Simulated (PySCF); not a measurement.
**Dipole response of Ti³⁺ (titanium, charge +3)**

[Ar] 3d1, 2D determinant. Calculation: PySCF 2.14, in x2c-QZVPPall with one added diffuse shell each of s, p, d, f, g type (12s8p6d4f3g, 121 functions); scalar relativity by spin-free X2C-1e. Coupled (time-dependent) response in atomic units; α is the mean over directions.

```tsv
method	mean α (bohr³)	α xx, yy, zz	C₆ (like pair)	S(−4)
PBEsol	2.316	2.502, 2.502, 1.944	5.922	2.007
```

S(−4) is the Cauchy moment in α(ω) = α(0) + S(−4) ω² + …

α(iu) at PBEsol:

| u (hartree) | α(iu) (bohr³) |
| --- | --- |
| 0 | 2.316 |
| 0.0500 | 2.311 |
| 0.100 | 2.296 |
| 0.200 | 2.242 |
| 0.300 | 2.165 |
| 0.500 | 1.982 |
| 0.750 | 1.746 |
| 1.00 | 1.524 |
| 1.50 | 1.148 |
| 2.00 | 0.8690 |
| 3.00 | 0.5277 |
| 5.00 | 0.2466 |

A single London oscillator, α(iu) = α/(1 + u²/ω²), gives C₆ = (3/4) ω α². Matching the computed C₆ needs ω = 4 × 5.922 / (3 × 2.316²) = 1.47 hartree.

For an ion, C₆ is the dispersion term alone; charge-induced terms of lower order in 1/R come first.

The components differ because the open shell of this determinant is not spherical; for a pure term their mean is the scalar polarisability.
